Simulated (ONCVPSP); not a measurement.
## Before and after: ONCV potential for titanium

Ti, optimised norm-conserving Vanderbilt (ONCV), made with ONCVPSP 4.0.1 (PBE, scalar-relativistic). Core [Ne], reference 3s2 3p6 3d2 4s2. Waves: 3s+4s: rc 1.80 bohr, ncon 4, nbas 9, qcut 5.2 1/bohr, 2 projectors; 3p: rc 1.55 bohr, ncon 3, nbas 6, qcut 9.4 1/bohr, 3 projectors, debl 0.6 Ha; 3d: rc 1.55 bohr, ncon 5, nbas 10, qcut 10.5 1/bohr, 2 projectors, debl 1.7 Ha. Local part: polynomial inside 1.15 bohr (lpopt 5, dvloc0 1 Ha). Core correction: Teter function, fcfact 4, rcfact 1.2.

In the p channel the program set the typed energies aside and used -1.428, 0.250, 0.850 Ha.

All-electron outer shells of the reference configuration (PBE, scalar-relativistic, ld1.x):

| shell | level (eV) | outermost node (bohr) | outermost maximum (bohr) |
| --- | --- | --- | --- |
| 2p | -444.26 | – | 0.22 |
| 3s | -62.63 | 0.40 | 0.87 |
| 3p | -38.86 | 0.37 | 0.90 |
| 4s | -4.47 | 1.24 | 2.92 |
| 3d | -4.26 | – | 0.98 |

Change: d: qcut 6.2.

Cutoffs: the cutoffs (Ha) at which the residual kinetic energy of the hardest occupied pseudo-wave falls to 1 and 0.1 mHa per electron; they do not see the model core or the augmentation charge, which bear on the density cutoff. Errors are all-electron minus pseudo energies relative to the spin-unpolarised reference configuration.

Problem. What does the change do?

Solution. The potential gets harder (41 Ha and 47 Ha → 144 Ha and 162 Ha); of the 4 tests that both files solve, the error grows in 3 and shrinks in 0 by more than 15 % and 0.3 meV (median size 8.2 → 25.0 meV); neither file shows a bound ghost.

| quantity | base | changed |
| --- | --- | --- |
| cutoff, loose | 41 Ha | 144 Ha |
| cutoff, tight | 47 Ha | 162 Ha |
| loose cutoff by channel | s 7.5 Ha, p 20 Ha, d 41 Ha | s 7.5 Ha, p 20 Ha, d 144 Ha |
| bound ghosts | none | none |
| GHOST(+) flags under 300 eV | none | none |
| error for 3s2 3p6 3d2 4s1, meV [ΔE 7.35 eV] | -0.6 | -0.6 |
| error for 3s2 3p6 3d2 4s0, meV [ΔE 20.92 eV] | -2.7 | -3.2 |
| error for 3s2 3p6 3d1 4s0, meV [ΔE 47.87 eV] | +14 | +47 |
| error for 3s2 3p6 3d1 4s2, meV [ΔE 9.74 eV] | +23 | +48 |
| s: phases at 1.83 bohr within 0.05 rad from the reference energy up to (Ha; the scan ends near 5) | 4.9 | 4.9 |
| p: phases at 1.57 bohr within 0.05 rad from the reference energy up to (Ha; the scan ends near 5) | to the end of the scan | to the end of the scan |
| d: phases at 1.57 bohr within 0.05 rad from the reference energy up to (Ha; the scan ends near 5) | to the end of the scan | to the end of the scan |
| rms error of d²Exc/dni dnj with the model core, mHa | 1.04 | 1.05 |
